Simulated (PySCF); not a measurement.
H2MgO2, SMILES [OH][Mg][OH]. Atoms are numbered in the order given.

```xyz
5

Mg     0.0000     0.0000    -0.0217
O      0.0725     1.7953     0.0492
O     -0.0725    -1.7953     0.0492
H     -0.4054     2.5681    -0.2638
H      0.4054    -2.5681    -0.2638
```

The structure is a stationary point at PBE-D3(BJ)/def2-TZVP. The values are those of a single conformer.

All values below come from PBE/pcJ-1 (PySCF).

Isotropic couplings with Fermi-contact, spin-dipole and both spin-orbit terms, one fixed conformer, no vibrational averaging. Isotopes: 1H.

Computed spin–spin coupling constants:
```tsv
pair	bonds apart	J (Hz)
H4–H5	4	-0.5
```
